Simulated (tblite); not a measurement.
Input of a run (GFN2-xTB geometry optimisation, gas phase (tblite 0.8.0)), started from a force field or distance geometry:
```
{"job": {"kind": "relax", "xc": "GFN2-xTB", "basis": "xTB"}, "charge": 0, "multiplicity": 1}
C      4.511800     0.170500     0.526300
C      3.065000     0.285100     0.195100
C      1.892500     0.384000    -0.070200
Si     0.125000     0.578000    -0.515800
F     -0.089400     0.508300    -2.185500
C     -0.891600    -0.737000     0.339100
C     -1.585400    -1.646000    -0.620500
S     -2.063400     0.132500     1.404900
C     -3.205600     1.042100     0.357400
H      5.034800     0.473700    -0.387000
H      4.792000     0.915800     1.311700
H      4.708700    -0.838900     0.887300
H     -0.404400     1.886100    -0.094200
H     -0.168100    -1.341500     0.957100
H     -0.934300    -1.777000    -1.513600
H     -1.764400    -2.623300    -0.088800
H     -2.555100    -1.189900    -0.888200
H     -4.284600     0.907700     0.685900
H     -3.187500     0.727100    -0.684300
H     -3.001300     2.153400     0.380100
```

Output (eV, eV/Å):
```
step      E/eV     max force
  0    -765.37831    1.883
  1    -765.64370    1.395
  2    -765.66282    4.685
  3    -765.77736    1.058
  4    -765.81180    0.579
  5    -765.86028    0.388
  6    -765.89008    0.398
  7    -765.91025    0.325
  8    -765.92688    0.265
  9    -765.93675    0.177
 10    -765.94339    0.178
 11    -765.94855    0.150
 12    -765.95381    0.203
 13    -765.95847    0.192
 14    -765.96229    0.121
 15    -765.96537    0.129
 16    -765.96791    0.104
 17    -765.96999    0.107
 18    -765.97164    0.091
 19    -765.97294    0.071
 20    -765.97408    0.088
 21    -765.97529    0.115
 22    -765.97679    0.119
 23    -765.97882    0.145
 24    -765.98150    0.147
 25    -765.98474    0.145
 26    -765.98822    0.187
 27    -765.99144    0.157
 28    -765.99412    0.106
 29    -765.99637    0.093
 30    -765.99840    0.120
 31    -766.00047    0.129
 32    -766.00281    0.107
 33    -766.00551    0.120
 34    -766.00819    0.151
 35    -766.01023    0.107
 36    -766.01145    0.110
 37    -766.01194    0.100
 38    -766.01263    0.051
 39    -766.01297    0.036
 40    -766.01335    0.036
 41    -766.01374    0.056
 42    -766.01421    0.065
 43    -766.01456    0.044
 44    -766.01476    0.026
 45    -766.01488    0.025
 46    -766.01500    0.028
 47    -766.01518    0.031
 48    -766.01541    0.029
 49    -766.01564    0.037
 50    -766.01591    0.042
 51    -766.01624    0.044
 52    -766.01666    0.044
 53    -766.01706    0.044
 54    -766.01738    0.040
 55    -766.01764    0.036
 56    -766.01791    0.036
 57    -766.01823    0.042
 58    -766.01854    0.034
 59    -766.01875    0.027
 60    -766.01889    0.024
 61    -766.01903    0.024
 62    -766.01923    0.033
 63    -766.01947    0.042
 64    -766.01965    0.032
 65    -766.01978    0.041
 66    -766.01992    0.026
 67    -766.02008    0.021
 68    -766.02021    0.030
 69    -766.02040    0.027
 70    -766.02053    0.026
 71    -766.02064    0.026
 72    -766.02075    0.025
 73    -766.02093    0.031
 74    -766.02115    0.034
 75    -766.02136    0.036
 76    -766.02155    0.037
 77    -766.02173    0.036
 78    -766.02196    0.041
 79    -766.02226    0.038
 80    -766.02249    0.033
 81    -766.02267    0.029
 82    -766.02285    0.028
 83    -766.02313    0.034
 84    -766.02369    0.042
 85    -766.02470    0.070
 86    -766.02568    0.084
 87    -766.01117    0.556
 88    -766.02726    0.092
 89    -766.02815    0.064
 90    -766.02510    0.434
 91    -766.03112    0.076
 92    -766.03242    0.064
 93    -766.02568    0.496
 94    -766.03464    0.060
 95    -766.03576    0.066
 96    -766.03496    0.335
 97    -766.03860    0.062
 98    -766.03974    0.065
 99    -766.04140    0.276
100    -766.04405    0.065
101    -766.04529    0.057
102    -766.04711    0.073
103    -766.04767    0.061
104    -766.04878    0.049
105    -766.04948    0.095
106    -766.04959    0.277
107    -766.05013    0.050
108    -766.05041    0.071
109    -766.05111    0.156
110    -766.05197    0.164
111    -766.05318    0.093
112    -766.05402    0.074
113    -766.05463    0.090
114    -766.05513    0.071
115    -766.05604    0.046
116    -766.05651    0.043
117    -766.05696    0.042
118    -766.05725    0.046
119    -766.05781    0.050
120    -766.05867    0.074
121    -766.05939    0.070
122    -766.05993    0.052
123    -766.06039    0.048
124    -766.06090    0.053
125    -766.06134    0.057
126    -766.06163    0.045
127    -766.06183    0.025
128    -766.06200    0.036
129    -766.06220    0.052
130    -766.06243    0.051
131    -766.06269    0.039
132    -766.06291    0.038
133    -766.06306    0.035
134    -766.06318    0.029
135    -766.06330    0.032
136    -766.06346    0.025
137    -766.06359    0.023
138    -766.06367    0.019
139    -766.06374    0.017
140    -766.06382    0.018
141    -766.06391    0.018
142    -766.06399    0.016
143    -766.06409    0.023
144    -766.06419    0.025
145    -766.06430    0.027
146    -766.06441    0.027
147    -766.06453    0.024
148    -766.06465    0.024
149    -766.06476    0.024
150    -766.06485    0.018
151    -766.06495    0.020
152    -766.06505    0.028
153    -766.06519    0.034
154    -766.06537    0.035
155    -766.06559    0.043
156    -766.06588    0.045
157    -766.06624    0.050
158    -766.06663    0.054
159    -766.06700    0.049
160    -766.06732    0.046
161    -766.06763    0.040
162    -766.06800    0.045
163    -766.06844    0.048
164    -766.06887    0.043
165    -766.06925    0.054
166    -766.06968    0.052
167    -766.07019    0.055
168    -766.07080    0.046
169    -766.07138    0.047
170    -766.07187    0.058
171    -766.07230    0.056
172    -766.07232    0.099
173    -766.07299    0.074
174    -766.07328    0.047
175    -766.07388    0.047
176    -766.07426    0.048
177    -766.07490    0.054
178    -766.07544    0.050
179    -766.07589    0.054
180    -766.07620    0.039
181    -766.07652    0.036
182    -766.07677    0.048
183    -766.07691    0.041
184    -766.07709    0.032
185    -766.07723    0.029
186    -766.07739    0.032
187    -766.07758    0.034
188    -766.07780    0.038
189    -766.07801    0.041
190    -766.07821    0.042
191    -766.07843    0.038
192    -766.07866    0.043
193    -766.07895    0.043
194    -766.07931    0.042
195    -766.07968    0.052
196    -766.07999    0.048
197    -766.08037    0.037
198    -766.08065    0.028
199    -766.08080    0.031
200    -766.08094    0.025
201    -766.08104    0.023
202    -766.08112    0.018
203    -766.08116    0.012
204    -766.08118    0.010
```

Question: Summarise the run.

Answer: The energy falls by 67.8 kJ/mol over 204 L-BFGS steps, the largest force on an atom goes from 1.88 to 0.010 eV/Å, and the atoms move by 0.802 Å rms after alignment. The bond that changes most is Si4–F5 (fluorine-bound silicon to silicon-bound fluorine), which shortens by 0.065 Å. Bonds longer at the end by more than 0.005 Å: 4 of 19; shorter: 11. Among the angles that change most is S8–C6–H14, from 110.5° to 101.1°. Among the dihedrals that turn most is C3–Si4–C6–H14, from 1° to 50°. The energy rose by more than 1e-5 eV at steps 87, 90, 93 and 96. The first step brought 38 % of the lowering.

Question: What are the final bond lengths?

Answer: C1–C2 1.443 Å, C2≡C3 1.205 Å, C3–Si4 1.838 Å, Si4–F5 1.620 Å, Si4–C6 1.911 Å, C6–C7 1.521 Å, C6–S8 1.838 Å, S8–C9 1.816 Å, C1–H10 1.089 Å, C1–H11 1.090 Å, C1–H12 1.090 Å, Si4–H13 1.453 Å, C6–H14 1.093 Å, C7–H15 1.089 Å, C7–H16 1.089 Å, C7–H17 1.088 Å, C9–H18 1.085 Å, C9–H19 1.086 Å, C9–H20 1.085 Å. Numbering counts from 1 in the input's order; the species is `CC#C[Si@@H](F)[C@H](C)SC`.

Hardware: one thread, Arm Neoverse N1 (aarch64) (shared host). Cost: 3.4 s.

GFN2-xTB frequencies show an imaginary mode (27i cm⁻¹), so the point is no minimum at that level. 3 starts were optimised and ended at 0.00, 0.46 and 2.83 kcal/mol (GFN2-xTB); the lowest of these is shown.

All values are computed, not measured.
